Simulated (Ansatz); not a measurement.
Pd₃Au₂⁺, relaxed as a doublet with UKS r2SCAN-D4/def2-SVP in Ansatz, starting from the GFN1-xTB geometry. Force threshold 0.02 eV/Å.

In the def2 sets Au, Pd take a core potential; there is no spin–orbit coupling. The charge 1 doublet is spin-contaminated (final ⟨S²⟩ up to 1.50, 0.75 for a pure state). The relaxation made no stability test and no search for a lower SCF solution. No other spin state of charge 1 was run. Another isomer (doublet) lies 1.30 eV lower at PBE0-D4/def2-TZVP; other spin states weren't run for this one.

Start:

```xyz
5

Pd    1.180   -0.712   -2.013
Pd   -2.384   -0.572    0.193
Pd    2.424    0.584   -0.186
Au   -1.243    0.686    2.004
Au    0.024    0.013    0.002
```

```
step  energy (eV)  largest force component (eV/Å)  SCF passes
   1  -17826.9959                           1.834          95
   2  -17827.4111                           0.483          70
   3  -17827.4315                           0.055          47
   4  -17827.4320                           0.008          49
```

Force components are those of the run's own axes.

End:

```
atom   x (Å)   y (Å)   z (Å)
 Pd1   1.317  -0.717  -2.102
 Pd2  -2.553  -0.590   0.250
 Pd3   2.581   0.587  -0.265
 Au4  -1.364   0.716   2.122
 Au5   0.018   0.005  -0.006
```

By distances, no bond broke or formed. The bond that changes most is Au4–Au5, from 2.46 to 2.63 Å (atoms count from 1).

No frequencies were taken in this run, so the end may be a saddle point.

Run time 61 s (4 threads of Arm Neoverse V1 on a shared host).
